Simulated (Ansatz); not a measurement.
Ansatz (a first-principles code) input (CCSD(T)/def2-SVPD):

Ansatz 0.2 input:
```yaml
crystal:
  periodic: [false, false, false]
  atoms:
    - {symbol: Sb, position_ang: [0.02751536, 0.00807482, 0.64696714]}
    - {symbol: Cl, position_ang: [0.98575062, -1.59704276, -0.99434820]}
    - {symbol: Cl, position_ang: [-1.06829669, 1.57281829, -0.94655323]}
basis:
  gaussian:
    orbitals: def2-SVPD
total_charge: -1
magnetization: {spin_polarized: false}
correlation: {method: ccsd_t, electrons: outside_noble_gas}
output: {forces: true}
```

End of the output:

```
mean field evaluation 1: about -31512.5914 eV, gradient 1.4e1 eV
mean field evaluation 2: about -31512.7282 eV, gradient 1.4e1 eV
mean field evaluation 4: about -31513.4393 eV, gradient 9.9e-1 eV
mean field evaluation 8: about -31513.4476 eV, gradient 2.4e-3 eV
mean field evaluation 16: about -31513.4367 eV, gradient 1.4e0 eV
mean field -31513.44755412 eV, -1158.0978370320 hartree, gradient 1.2e-6 eV, S^2 0.000000; 0 other end points of the search recorded, 0 dependent functions left out
19 core orbitals not correlated
reference -31513.44755412 eV, -1158.0978370320 hartree; 10, 10 occupied and 57, 57 virtual orbitals, 905 factors
densities: 0.27 GiB planned
second order -10.42087115 eV of doubles, -0.00000000 eV of singles
coupled cluster: 0.20 GiB planned
cycle   1  -11.02983146 eV  change   -6.1e-1 eV  update   8.1e-2
cycle   2  -11.27340360 eV  change   -2.4e-1 eV  update   2.6e-2
cycle   3  -11.32577378 eV  change   -5.2e-2 eV  update   1.3e-2
cycle   4  -11.32214785 eV  change    3.6e-3 eV  update   3.5e-3
cycle   5  -11.32079184 eV  change    1.4e-3 eV  update   1.3e-3
cycle   6  -11.32088982 eV  change   -9.8e-5 eV  update   4.8e-4
cycle   7  -11.32098356 eV  change   -9.4e-5 eV  update   1.7e-4
cycle   8  -11.32102543 eV  change   -4.2e-5 eV  update   6.4e-5
cycle   9  -11.32103149 eV  change   -6.1e-6 eV  update   2.4e-5
cycle  10  -11.32102466 eV  change    6.8e-6 eV  update   8.6e-6
cycle  11  -11.32102449 eV  change    1.7e-7 eV  update   3.4e-6
cycle  12  -11.32102553 eV  change   -1.0e-6 eV  update   1.1e-6
perturbative correction -0.35978215 eV, -0.0132217502 hartree
the calculation of the forces begins
Total energy: -31525.12836180 eV, -1158.5270987966 hartree
Atom 0 at     0.027515     0.008075     0.646967 Å, force     0.028211     0.008279     0.663329 eV/Å
Atom 1 at     0.985751    -1.597043    -0.994348 Å, force     0.160176    -0.273095    -0.335720 eV/Å
Atom 2 at    -1.068297     1.572818    -0.946553 Å, force    -0.188387     0.264816    -0.327609 eV/Å
Dipole moment:     0.022957     0.006737     0.539790 e Å
```
